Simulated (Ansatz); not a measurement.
C₂H₈ClNOSi, SMILES `CC[Si](N)(O)Cl`. Charge 0, multiplicity 1.

Z-matrix (Å, degrees):
```
C
C 1 1.526
H 1 1.093 2 111.2
H 1 1.092 2 111.3 3 119.8
H 1 1.092 2 111.3 3 -120.0
Si 2 1.856 1 114.5 3 59.3
H 2 1.096 1 110.4 3 -178.3
H 2 1.096 1 110.6 3 -61.1
O 6 1.638 2 114.4 1 -59.1
N 6 1.695 2 110.1 1 -178.7
Cl 6 2.090 2 106.9 1 57.0
H 9 0.958 6 116.3 2 99.0
H 10 1.006 6 121.1 2 -43.2
H 10 1.007 6 120.3 2 168.2
```

**Question.** Give the diagnostics of a CCSD(T)/def2-TZVPP run (frozen core, Ansatz). (An estimate is asked.)

**Answer.** The calculation gave: T1 = 0.0097, largest single amplitude 0.009, largest double 0.012, (T) share of the correlation energy 3.7 %, 8 CCSD cycles. The RHF solution is stable towards an unrestricted one. T1 lies under the customary mark of 0.02 for closed shells.
